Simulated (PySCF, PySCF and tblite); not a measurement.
A run on one conformer of C₅H₄F₂O, numbered as in [O:1]=[C:2]1[CH2:3][CH2:4][C:5]([F:6])=[C:7]1[F:8], from an ensemble study. The sound level was PBE0/pcSseg-1 on GFN2-xTB geometries.

Input:

```
{"job": {"xc": "B3LPY", "basis": "pcSseg-1", "solvent": "dimethylsulfoxide", "kind": "nmr", "pop": false}, "charge": 0, "multiplicity": 1}
O     -2.272662     1.131352     0.068314
C     -1.170943     0.655403     0.016032
C     -0.792517    -0.785393     0.328666
C      0.719294    -0.897578     0.112940
C      1.115565     0.477558    -0.304876
F      2.390116     0.740339    -0.577594
C      0.087052     1.331566    -0.359205
F      0.136334     2.620262    -0.698286
H     -1.086391    -1.014187     1.353049
H     -1.358854    -1.450457    -0.323201
H      0.980972    -1.621217    -0.662226
H      1.253231    -1.188334     1.020360
```

Command: OMP_NUM_THREADS=1 python ens_run.py task.json out

Output:

```
KeyError: "LibXCFunctional: name 'B3LPY' not found."
```

Question: What is wrong with this calculation?

Answer: The setting at fault: functional unknown or not served for shieldings. B3LPY is no functional's name. (The solvent model also differs from the sound level's.) The program refused the input.
